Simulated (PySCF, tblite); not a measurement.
Compound: C7H9O2 (charge +1).
Atom-mapped SMILES: `[CH:1]#[C:2][CH2:3][C+:4]1[O:5][CH2:6][C@@H:7]([CH3:8])[O:9]1` (hydrogens: H10 on C1; H11, H12 on C3; H13, H14 on C6; H15 on C7; H16, H17, H18 on C8)
Bond orders are those of one Lewis drawing.

Computed with GFN2-xTB (tblite), gas phase: Langevin dynamics at 300 K from the optimised GFN2-xTB geometry, time step 0.5 fs, friction 0.01 fs⁻¹, 2000 steps. Over the second half of the run the saved frames average 298 K.

Frame at 250 fs, instantaneous temperature 272 K:
```
atom  x, y, z in Å
C1      3.396   -1.768    1.237
C2      2.696   -1.337    0.366
C3      1.968   -0.638   -0.685
C4      0.539   -0.287   -0.450
O5      0.024    0.637   -1.198
C6     -1.256    0.964   -0.702
C7     -1.458   -0.177    0.398
C8     -2.509   -1.272    0.083
O9     -0.175   -0.748    0.466
H10     3.970   -2.336    1.919
H11     2.479    0.298   -0.911
H12     1.985   -1.172   -1.608
H13    -1.986    0.839   -1.505
H14    -1.321    1.966   -0.219
H15    -1.749    0.194    1.379
H16    -2.466   -1.470   -0.948
H17    -2.184   -2.200    0.540
H18    -3.511   -1.143    0.448
```

Frame at 425 fs, instantaneous temperature 345 K:
```
atom  x, y, z in Å
C1      3.349   -2.083    1.463
C2      2.736   -1.717    0.525
C3      2.299   -1.012   -0.687
C4      0.903   -0.497   -0.437
O5      0.328    0.323   -1.162
C6     -0.907    0.696   -0.541
C7     -0.998   -0.266    0.671
C8     -2.090   -1.280    0.658
O9      0.340   -0.918    0.610
H10     3.792   -2.593    2.284
H11     3.038   -0.289   -0.943
H12     2.190   -1.717   -1.511
H13    -1.773    0.598   -1.355
H14    -0.835    1.740   -0.276
H15    -0.913    0.253    1.629
H16    -2.134   -1.850   -0.290
H17    -1.809   -2.017    1.399
H18    -3.052   -0.836    0.845
```

Frame at 625 fs, instantaneous temperature 311 K:
```
atom  x, y, z in Å
C1      3.105   -2.397    1.518
C2      2.731   -1.756    0.570
C3      2.156   -0.933   -0.524
C4      0.864   -0.384   -0.204
O5      0.225    0.287   -1.089
C6     -1.036    0.692   -0.550
C7     -1.087    0.083    0.836
C8     -2.285   -0.863    1.079
O9      0.261   -0.661    0.908
H10     3.163   -2.808    2.478
H11     2.879   -0.121   -0.743
H12     2.003   -1.614   -1.336
H13    -1.865    0.261   -1.122
H14    -1.213    1.770   -0.512
H15    -1.120    0.752    1.688
H16    -2.374   -1.577    0.193
H17    -2.246   -1.399    2.048
H18    -3.137   -0.242    1.038
```

Frame at 800 fs, instantaneous temperature 314 K:
```
atom  x, y, z in Å
C1      3.134   -2.154    1.278
C2      2.680   -1.880    0.209
C3      1.992   -1.301   -0.917
C4      0.728   -0.588   -0.416
O5     -0.001    0.236   -1.110
C6     -1.033    0.782   -0.281
C7     -0.764    0.102    1.061
C8     -1.883   -0.781    1.616
O9      0.370   -0.756    0.766
H10     3.827   -2.427    2.104
H11     2.676   -0.652   -1.374
H12     1.660   -2.093   -1.635
H13    -1.961    0.538   -0.711
H14    -0.914    1.801   -0.343
H15    -0.427    0.874    1.788
H16    -2.364   -1.304    0.785
H17    -1.419   -1.426    2.414
H18    -2.627   -0.230    2.151
```

Frame at 1000 fs, instantaneous temperature 195 K:
```
atom  x, y, z in Å
C1      3.495   -2.391    0.615
C2      2.841   -1.749   -0.109
C3      2.145   -0.771   -0.911
C4      0.840   -0.428   -0.253
O5     -0.097    0.201   -0.940
C6     -1.090    0.702   -0.054
C7     -0.902   -0.253    1.163
C8     -1.699   -1.496    1.137
O9      0.594   -0.537    1.000
H10     3.984   -2.858    1.427
H11     2.743    0.178   -0.938
H12     1.910   -0.994   -2.008
H13    -2.031    0.729   -0.537
H14    -0.780    1.688    0.216
H15    -1.056    0.231    2.116
H16    -1.828   -1.994    0.201
H17    -1.442   -2.307    1.779
H18    -2.763   -1.243    1.321
```

**Question.** What do single points at PBE0/pcSseg-1 (PySCF, gas phase) give on these frames?

**Answer.** 
```
t (fs)  GFN2-xTB E above start (eV)  DFT E above lowest frame (eV)  HOMO (eV)  LUMO (eV)
   250                         0.44                           0.00     -11.99      -6.67
   425                         0.50                           0.01     -11.96      -6.22
   625                         0.63                           0.12     -11.90      -6.71
   800                         0.58                           0.09     -11.97      -6.56
  1000                         0.77                           0.10     -12.12      -6.85
```

The two levels order the frames alike by energy but for pairs within 0.08 eV at one level; measured from each level's lowest frame they differ by 0.23 eV at most. The HOMO–LUMO gap runs from 5.19 to 5.74 eV. These are instantaneous structures, not minima.

**Question.** And the isotropic GIAO shieldings (ppm) from the same runs?

**Answer.** 
| atom | 250 fs | 425 fs | 625 fs | 800 fs | 1000 fs | mean | range |
| --- | --- | --- | --- | --- | --- | --- | --- |
| C1 | 93.7 | 94.7 | 93.0 | 91.2 | 94.4 | 93.4 | 3.5 |
| C2 | 120.0 | 116.9 | 111.0 | 114.9 | 120.2 | 116.6 | 9.2 |
| C3 | 161.4 | 159.6 | 163.3 | 158.0 | 155.6 | 159.6 | 7.7 |
| C4 | -15.5 | -8.7 | -19.6 | -17.1 | -27.5 | -17.7 | 18.8 |
| O5 | 97.7 | 101.7 | 85.5 | 78.4 | 63.3 | 85.3 | 38.4 |
| C6 | 106.5 | 99.6 | 109.2 | 111.3 | 112.8 | 107.9 | 13.2 |
| C7 | 101.3 | 94.5 | 81.2 | 97.6 | 80.1 | 90.9 | 21.2 |
| C8 | 165.6 | 166.4 | 155.3 | 162.2 | 172.8 | 164.5 | 17.5 |
| O9 | 63.8 | 37.8 | 14.3 | 33.9 | 13.4 | 32.6 | 50.4 |
| H10 | 28.9 | 28.9 | 28.8 | 27.1 | 28.8 | 28.5 | 1.8 |
| H11 | 27.3 | 27.8 | 27.0 | 28.2 | 26.4 | 27.3 | 1.8 |
| H12 | 28.3 | 28.0 | 28.0 | 27.1 | 26.1 | 27.5 | 2.2 |
| H13 | 26.6 | 24.5 | 26.8 | 27.7 | 27.1 | 26.5 | 3.2 |
| H14 | 25.8 | 26.3 | 26.1 | 27.7 | 27.3 | 26.6 | 1.9 |
| H15 | 25.8 | 25.7 | 25.4 | 25.5 | 25.3 | 25.5 | 0.5 |
| H16 | 31.1 | 29.6 | 28.7 | 29.7 | 30.4 | 29.9 | 2.4 |

What follows is the cost of the whole dynamics run. Time: 10 s; peak memory 0.18 GiB. Hardware: one thread of an Arm Neoverse V2 (shared host).
